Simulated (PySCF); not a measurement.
PySCF job for C2H8BClSi, SMILES CB(C)[SiH2]Cl, PBE/pcSseg-1. Geometry: PBE0-D3(BJ)/def2-SVP. The structure was generated by enumeration, and PubChem lists no compound with its InChIKey, so it may never have been made. The values are those of a single conformer.

```python
import numpy as np
from pyscf import gto, scf, dft
from pyscf.prop.nmr import rks as nmr

mol = gto.M(
    atom='''
    Si    0.82669920   -0.33301491   -0.48787457
    Cl    1.44625046    1.53950323    0.20620676
    B    -1.08497036   -0.73103592    0.06558408
    C    -1.96663129    0.40478739    0.66877134
    C    -1.63375719   -2.18071452   -0.15234285
    H     1.80028201   -1.34299397    0.03455597
    H     0.96652288   -0.31909417   -1.97937327
    H    -1.40870078    1.16293052    1.23844614
    H    -2.35714150    0.93968969   -0.22330821
    H    -2.84497085    0.05781081    1.23487805
    H    -2.72610630   -2.22411239   -0.28938243
    H    -1.42737823   -2.69233601    0.81110561
    H    -1.13537137   -2.78049804   -0.92868440
    ''',
    basis='pcSseg-1',
    charge=0,
    spin=0,
    max_memory=1600,
    verbose=3,
)
mf = dft.RKS(mol, xc='pbe')
mf.grids.level = 3
mf.conv_tol = 1e-10
mf.max_cycle = 100
mf.kernel()
n = nmr.NMR(mf)
n.verbose = 2
n.max_cycle_cphf = 60
sigma = n.kernel()
print('atom   isotropic/ppm   span/ppm')
for i, s in enumerate(sigma):
    w = np.linalg.eigvalsh((s + s.T) / 2)
    print(f'{mol.atom_symbol(i):2s}{i + 1:3d} {w.mean():14.3f} {w[2] - w[0]:11.3f}')
```

Output:

```
converged SCF energy = -855.072020176284
atom   isotropic/ppm   span/ppm
Si  1        359.295     202.008
Cl  2       1032.172      46.795
B   3        -10.613     197.573
C   4        155.926      52.796
C   5        158.926      47.878
H   6         25.905       9.193
H   7         25.898       8.903
H   8         28.644       8.554
H   9         30.436       9.175
H  10         29.591       7.360
H  11         29.559       7.540
H  12         30.493       8.712
H  13         29.499       7.331
```

The run converged.
